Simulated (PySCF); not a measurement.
A structure optimised at B3LYP-D3(BJ)/def2-SVP, used in a PySCF frequency run:

```xyz
9

F      1.9967     0.4537     0.0000
C      0.6552     0.5609     0.0000
Si    -0.0566     2.3211     0.0000
C     -0.0739    -0.5701     0.0000
Cl     0.6324    -2.1438     0.0000
Cl    -1.8088    -0.4938     0.0000
H     -0.8881     2.5354     1.2152
H     -0.8881     2.5354    -1.2152
H      1.1086     3.2449     0.0000
```

### Question
Write its SMILES, formula and point group.

### Answer
FC([SiH3])=C(Cl)Cl, C2H3Cl2FSi, Cs

### Question
What are its rotational constants (standard atomic weights)?

### Answer
2.3289, 1.4033, 0.88479 GHz
